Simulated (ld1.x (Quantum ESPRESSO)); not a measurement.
**Configuration tests for B (Z = 5) (PAW)**

* Element: boron
* Generator: ld1.x (Quantum ESPRESSO) 7.5
* Type: PAW
* Functional: LDA (PZ)
* Relativity: non-relativistic
* Frozen core: [He]
* Valence charge: 3
* Reference configuration: 2s2 2p1
* Partial waves: 2s (bound): rcut 1.20, rcutus 1.40 bohr; 2s channel at -0.3 Ry: rcut 1.20, rcutus 1.40 bohr; 2p (bound): rcut 3.45, rcutus 3.85 bohr; 2p channel at 0.45 Ry: rcut 3.45, rcutus 3.85 bohr
* Local potential: all-electron potential smoothed inside 2.10 bohr (lloc = -2)
* Core correction: Bessel-smoothed model core inside 1.45 bohr
* Augmentation charge: PSQ, inside the norm-conserving radii

Energies are relative to the spin-unpolarised reference configuration 2s2 2p1; without spin polarisation the order of configurations can differ from experiment. Spin-polarised rows fill each open shell by Hund’s rule, majority spin first. The frozen-core shift is the all-electron ΔE with the core orbitals held at their reference shape minus the fully relaxed ΔE.

| valence configuration | charge | ΔE all-electron (eV) | error AE − PS (meV) | frozen-core shift (meV) |
| --- | --- | --- | --- | --- |
| 2s2 2p0 | +1 | 8.329 | +3.5 | +0.5 |
| 2s1 2p0 | +2 | 33.626 | -28 | +8.8 |
| 2s2 2p0.5 | +0.5 | 2.944 | +0.4 | 0.0 |
| 2s2 2p1.3 | -0.3 | -0.773 | +0.6 | 0.0 |
| 2s0 2p3 | 0 | 11.388 | -2.5 | +1.9 |
| 2s1 2p1 | +1 | 14.278 | -2.4 | +1.3 |
| 2s2 2p1 (spin-polarised) | 0 | -0.235 | +5.0 | +0.4 |
| 2s1 2p0 (spin-polarised) | +2 | 32.898 | -29 | +11 |

Question: What are ΔE and the potential's error for 2s1 2p2?

Answer: ΔE = 5.680 eV all-electron; the error (AE − PS) is +14 meV.
